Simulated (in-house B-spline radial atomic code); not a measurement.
Inner levels of cerium as electrons are removed. A shift is the extra binding of the orbital against the neutral atom ([Xe] 4f1 5d1 6s2). Computed with a radial B-spline atomic code at the basis-set limit: non-relativistic Hartree-Fock, average of the configuration, point nuclei.

This level leaves out relativity, spin-orbit splitting included, which matters for heavy ions.

```json
{"ion": "Ce33+", "configuration": "[Ar] 3d7", "shift of 3p (eV)": "1226.57", "shift of 2s (eV)": "1370.39", "shift of 3s (eV)": "1220.19", "radius of 3p (bohr)": "0.27007", "radius of 2s (bohr)": "0.11143", "radius of 3s (bohr)": "0.2811", "Σ<r²> (bohr²)": "1.2434", "change of density at nucleus (bohr⁻³)": "-319.03"}
{"ion": "Ce34+", "configuration": "[Ar] 3d6", "shift of 3p (eV)": "1312.52", "shift of 2s (eV)": "1484.43", "shift of 3s (eV)": "1305.16", "radius of 3p (bohr)": "0.26802", "radius of 2s (bohr)": "0.11132", "radius of 3s (bohr)": "0.27925", "Σ<r²> (bohr²)": "1.158", "change of density at nucleus (bohr⁻³)": "-251.1"}
{"ion": "Ce35+", "configuration": "[Ar] 3d5", "shift of 3p (eV)": "?", "shift of 2s (eV)": "?", "shift of 3s (eV)": "?", "radius of 3p (bohr)": "?", "radius of 2s (bohr)": "?", "radius of 3s (bohr)": "?", "Σ<r²> (bohr²)": "?", "change of density at nucleus (bohr⁻³)": "?"}
{"ion": "Ce36+", "configuration": "[Ar] 3d4", "shift of 3p (eV)": "1488.07", "shift of 2s (eV)": "1718.43", "shift of 3s (eV)": "1478.47", "radius of 3p (bohr)": "0.26399", "radius of 2s (bohr)": "0.1111", "radius of 3s (bohr)": "0.27559", "Σ<r²> (bohr²)": "0.99734", "change of density at nucleus (bohr⁻³)": "-109.59"}
{"ion": "Ce37+", "configuration": "[Ar] 3d3", "shift of 3p (eV)": "1577.67", "shift of 2s (eV)": "1838.36", "shift of 3s (eV)": "1566.79", "radius of 3p (bohr)": "0.26201", "radius of 2s (bohr)": "0.11098", "radius of 3s (bohr)": "0.27378", "Σ<r²> (bohr²)": "0.92163", "change of density at nucleus (bohr⁻³)": "-35.993"}
{"ion": "Ce38+", "configuration": "[Ar] 3d2", "shift of 3p (eV)": "?", "shift of 2s (eV)": "?", "shift of 3s (eV)": "?", "radius of 3p (bohr)": "?", "radius of 2s (bohr)": "?", "radius of 3s (bohr)": "?", "Σ<r²> (bohr²)": "?", "change of density at nucleus (bohr⁻³)": "?"}
{"ion": "Ce39+", "configuration": "[Ar] 3d1", "shift of 3p (eV)": "1760.48", "shift of 2s (eV)": "2084", "shift of 3s (eV)": "1746.76", "radius of 3p (bohr)": "0.25812", "radius of 2s (bohr)": "0.11073", "radius of 3s (bohr)": "0.27022", "Σ<r²> (bohr²)": "0.77874", "change of density at nucleus (bohr⁻³)": "116.87"}
{"ion": "Ce40+", "configuration": "[Ne] 3s2 3p6", "shift of 3p (eV)": "?", "shift of 2s (eV)": "?", "shift of 3s (eV)": "?", "radius of 3p (bohr)": "?", "radius of 2s (bohr)": "?", "radius of 3s (bohr)": "?", "Σ<r²> (bohr²)": "?", "change of density at nucleus (bohr⁻³)": "?"}
{"ion": "Ce41+", "configuration": "[Ne] 3s2 3p5", "shift of 3p (eV)": "1943.66", "shift of 2s (eV)": "2324.94", "shift of 3s (eV)": "1919.83", "radius of 3p (bohr)": "0.25451", "radius of 2s (bohr)": "0.11046", "radius of 3s (bohr)": "0.26714", "Σ<r²> (bohr²)": "0.62912", "change of density at nucleus (bohr⁻³)": "282.59"}
{"ion": "Ce42+", "configuration": "[Ne] 3s2 3p4", "shift of 3p (eV)": "2034.49", "shift of 2s (eV)": "2441.44", "shift of 3s (eV)": "2001.99", "radius of 3p (bohr)": "0.25292", "radius of 2s (bohr)": "0.11032", "radius of 3s (bohr)": "0.26584", "Σ<r²> (bohr²)": "0.54899", "change of density at nucleus (bohr⁻³)": "370.59"}
```

(1) Fill in the row of Ce35+.

(2) Fill in the row of Ce38+.

(3) Fill in the row of Ce40+.

Answers

(1) shift of 3p (eV): 1399.69; shift of 2s (eV): 1600.45; shift of 3s (eV): 1391.26; radius of 3p (bohr): 0.26599; radius of 2s (bohr): 0.11121; radius of 3s (bohr): 0.27741; Σ<r²> (bohr²): 1.0761; change of density at nucleus (bohr⁻³): -181.29.

(2) shift of 3p (eV): 1668.47; shift of 2s (eV): 1960.22; shift of 3s (eV): 1656.22; radius of 3p (bohr): 0.26006; radius of 2s (bohr): 0.11086; radius of 3s (bohr): 0.27199; Σ<r²> (bohr²): 0.84881; change of density at nucleus (bohr⁻³): 39.49.

(3) shift of 3p (eV): 1853.68; shift of 2s (eV): 2209.69; shift of 3s (eV): 1838.39; radius of 3p (bohr): 0.25622; radius of 2s (bohr): 0.11059; radius of 3s (bohr): 0.26846; Σ<r²> (bohr²): 0.71127; change of density at nucleus (bohr⁻³): 196.15.
